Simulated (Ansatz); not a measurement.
Spectroscopic constants of IrO, multiplicity 4 (lowest of 2S+1 = 2, 4, 6 at CCSD(T)/def2-TZVPP on PBE0 minima; our sources give no spin for the ground state, which may be another). No spin–orbit coupling.

Seven points along R, fitted to fifth degree in 1/R; most abundant isotopes. Runs in def2 and cc sets follow the lowest solution found near the PBE0 minimum.

Run with Ansatz (Gaussian basis) for Hartree–Fock, density functionals and correlated methods.  In def2 rows elements past Kr take small-core potentials, without spin–orbit coupling.

Energies at wB97M-V/def2-TZVPP:

```csv
R (Å),E (hartree)
1.587445,-179.37441753
1.630118,-179.38254586
1.669378,-179.38567276
1.713758,-179.38520702
1.758138,-179.38140660
1.809346,-179.37389107
1.869088,-179.36209781
```

**Question.** With a reduced mass of 14.7706 u, find the minimum, the force constant and the constants.

**Answer.** A fifth-degree polynomial in 1/R puts the minimum at r_e = 1.6857 Å with force constant 863 N/m. Then ω_e = (1/2πc)√(k/μ) = 996 cm⁻¹ and B_e = h/(8π²cμr_e²) = 0.4016 cm⁻¹; the cubic and quartic terms give α_e = 0.0021 and ω_e x_e = 4.0 cm⁻¹.

Ansatz is an electronic-structure program.
